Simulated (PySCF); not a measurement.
H7Si3 (SMILES [SiH2][SiH2][SiH3]), doublet, geometry from GFN2-xTB.

The PySCF input:
```python
from pyscf import gto, scf, dft

mol = gto.M(
    atom='''
Si    1.93979745    0.47165961    0.10091883
Si    0.05332804   -0.63234908   -0.54160016
Si   -1.87730055    0.14500050    0.46169226
H     3.28672394    0.02470814   -0.26281169
H     1.98987865    1.93358010    0.02028201
H    -0.17751861   -0.71822834   -2.00276084
H     0.27841266   -2.04606664   -0.17893111
H    -2.94853390   -0.85021347    0.52993420
H    -2.43260727    1.30498691   -0.23887599
H    -1.61790441    0.57087873    1.83901062
''',
    basis='3-21g',
    spin=1,
    verbose=4,
)

mf = dft.UKS(mol)
mf.xc = 'blyp'
mf.kernel()
```

Q: What does this run give for the Mulliken (on the basis functions themselves) charges in atom order, nuclear repulsion energy?

A: 
The Mulliken (on the basis functions themselves) charges in atom order comes out as Si1 0.18, Si2 0.00, Si3 0.25, H4 -0.07, H5 -0.07, H6 -0.05, H7 -0.05, H8 -0.07, H9 -0.07, H10 -0.07 and the nuclear repulsion energy is 184.9273 Eh.

These values belong to the state on which the SCF converged, which isn't shown to be the lowest.
